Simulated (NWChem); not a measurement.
# InHCl₂; SMILES [Cl][InH][Cl]

Results from NWChem. All runs use the structure optimised with PBE0/def2-SVP. def2 effective core potentials on In; no spin-orbit coupling. Static field.

For level LC-BLYP (range parameter 0.33 per bohr)/def2-SVPD:

| Property | Value |
|---|---|
| isotropic polarisability (bohr³) | 64.3 |
| anisotropy (bohr³) | 26.5 |

### Question
Estimate the same quantities for level PBE/def2-SVPD.

### Answer
The isotropic polarisability (bohr³) comes out as 67.6 and the anisotropy (bohr³) is 29.8.
